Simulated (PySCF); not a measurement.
Computed IR spectrum (relative IR intensity) of a molecule C3H7ClSi. The structure is a stationary point at r2SCAN-D4/def2-SVP. The values are those of a single conformer. Level of theory: r2SCAN-D4/def2-SVP (PySCF 2.14.0). Frequencies are harmonic and unscaled.

Lines under 2 % of the strongest are left out, and lines within 2 cm⁻¹ are merged.

| ν (cm⁻¹) | relative intensity |
|---|---|
| 332 | 4.1 |
| 486 | 4.3 |
| 644 | 3.8 |
| 720 | 26 |
| 780 | 13 |
| 799 | 8.9 |
| 823 | 38 |
| 883 | 14 |
| 903 | 100 |
| 940 | 44 |
| 972 | 13 |
| 1170 | 7.5 |
| 1254 | 7.5 |
| 1294 | 3.1 |
| 1430 | 3.1 |
| 1629 | 73 |
| 2204 | 53 |
| 2210 | 45 |

Task: Identify the compound among the candidates.
A. Cl[SiH]1CCC1
B. C[SiH2]/C=C/Cl
C. ClC1C[SiH2]C1
D. [SiH3]C/C=C\Cl

Result: B, C[SiH2]/C=C/Cl
